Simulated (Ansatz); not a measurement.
A set of 12 reactions (hydrolysis), with CCSD(T)/CBS values in kJ/mol:

| reaction | ΔE |
| --- | --- |
| `[F][Mg][Cl]` + H₂O → `[OH][Mg][Cl]` + H–F | 55.7 |
| `C=C[SiH2]Cl` + H₂O → `C=C[SiH2]O` + HCl | 12.0 |
| `B[SiH2][SiH3]` + H₂O → `B[SiH2]O` + SiH₄ | -67.4 |
| `C/C=C\[S][AlH2]` + H₂O → `C/C=C/O` + `[AlH2][SH]` | 23.0 |
| `CO[Si](F)(F)S[Si](Cl)(Cl)OC` + H₂O → `CO[Si](O)(Cl)Cl` + `CO[Si](F)(F)S` | -43.6 |
| `N[Si@@H](Cl)[C@H](O)F` + H₂O → `N[SiH](O)Cl` + `OCF` | -133.7 |
| `[CH3][In]([OH])[Cl]` + H₂O → `[CH3][In]([OH])[OH]` + HCl | 87.8 |
| `C[CH2][SbH][SiH3]` + H₂O → `[OH][SbH][SiH3]` + `CC` | -11.7 |
| `C/N=C(\C)BO` + H₂O → `C/N=C(\C)O` + `BO` | 22.4 |
| `SC1[SiH2]S1` + H₂O → `OC1[SiH2]S1` + H₂S | 45.9 |
| `CS[SiH2]BCl` + H₂O → `CS[SiH2]BO` + HCl | -36.5 |
| `[SiH3]O[AsH2]` + H₂O → `O[AsH2]` + `O[SiH3]` | 10.8 |

Gas-phase electronic energies from Ansatz, PBE0-D4/def2-TZVP geometries. CCSD(T)/CBS is the MP2 limit (def2-TZVPP, def2-QZVPP) plus CCSD(T) − MP2 in def2-TZVPP, frozen cores. This one scheme is used for every species. Double bonds are as drawn, so ΔE can hold a change between cis and trans. DFT in def2-TZVPP. B3LYP here is the variant with VWN-RPA as its local correlation; programs differ in this. Elements past krypton have def2 core potentials. For As, In, Mg, Sb outer-core shells are correlated without core-valence functions, which leaves a few kJ/mol of doubt a bond. Scalar relativity is left out up to krypton. Each species was taken in one conformer, which may not be the lowest.

Problem. Give the mean, mean absolute and largest difference (level minus CCSD(T)/CBS, kJ/mol) for: r2SCAN-D4, PBE0-D4, B3LYP-D4, ωB97X-V, ωB97M-V, PBE, B3LYP, MP2/def2-TZVPP, CCSD/def2-TZVPP, HF/def2-QZVPP, MP2/def2-QZVPP, HF/CBS(def2), MP2/CBS(def2), CCSD/CBS(def2). (Estimate.)

Solution. Computed: 
| level | mean | mean absolute | largest |
| --- | --- | --- | --- |
| r2SCAN-D4 | -4.8 | 6.1 | -16.0 |
| PBE0-D4 | 0.4 | 5.9 | 14.4 |
| B3LYP-D4 | -5.2 | 6.4 | -16.4 |
| ωB97X-V | -6.3 | 7.0 | -17.5 |
| ωB97M-V | -4.8 | 5.6 | -12.9 |
| PBE | -4.3 | 9.6 | -16.9 |
| B3LYP | -12.4 | 13.3 | -32.6 |
| MP2/def2-TZVPP | -0.2 | 3.8 | -8.2 |
| CCSD/def2-TZVPP | -6.0 | 6.0 | -14.5 |
| HF/def2-QZVPP | -17.2 | 21.1 | -44.9 |
| MP2/def2-QZVPP | 1.9 | 4.2 | 11.9 |
| HF/CBS(def2) | -17.2 | 21.2 | -44.9 |
| MP2/CBS(def2) | 3.5 | 5.2 | 14.8 |
| CCSD/CBS(def2) | -2.2 | 2.5 | -7.1 |

The largest T1 diagnostic in the set is 0.016, for `[CH3][In]([OH])[OH]` (customary mark 0.02).

CCSD(T)/CBS is a level of theory with its own doubt, and the functionals carry their triple-zeta basis error, so these figures describe this set and don't rank the functionals.
